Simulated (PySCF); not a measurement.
**From a computed spectrum to the compound**

A species of 12 atoms with charge 0 has these harmonic modes (BP86, small Gaussian bases with core potentials, PySCF 2.14.0):

```
cm⁻¹  km/mol  symmetry
 103     0.0      a1''
 105     2.5        e'
 105     2.5        e'
 144     0.0       a2'
 366     1.2        e'
 366     1.2        e'
 388     0.0       a1'
 394    49.1      a2''
 508     0.0       e''
 508     0.0       e''
 708    49.7        e'
 708    49.7        e'
 796   523.2      a2''
 848     0.0       e''
 848     0.0       e''
1069     0.0       a1'
1082     1.1      a2''
1371     0.9        e'
1371     0.9        e'
1372     0.0       e''
1372     0.0       e''
1544     0.0       a1'
1561   331.1        e'
1561   331.1        e'
2962    19.5      a2''
2962     0.0       a1'
3100    10.2        e'
3100    10.2        e'
3100     0.0       e''
3100     0.0       e''
```

(1) Which species is it, and in which structure?

Answers

(1) Bi(CH3)2H3 (singlet):
```xyz
12

Bi    0.0000    0.0000    0.0000
C     0.0000    0.0000    2.3487
H    -1.0549    0.0000    2.6871
H     0.5274   -0.9136    2.6871
H     0.5274    0.9136    2.6871
C     0.0000    0.0000   -2.3487
H    -1.0549    0.0000   -2.6871
H     0.5274    0.9136   -2.6871
H     0.5274   -0.9136   -2.6871
H     1.8498    0.0000    0.0000
H    -0.9249    1.6020    0.0000
H    -0.9249   -1.6020    0.0000
```
Ideal gas at 298.15 K and 1 bar: S = 348.7 J/(mol K), Cp = 121.0 J/(mol K), H − H(0 K) = 23.4 kJ/mol (rigid rotor, harmonic modes, spin degeneracy alone). 
 The answer isn't unique; the calculation gave this one.
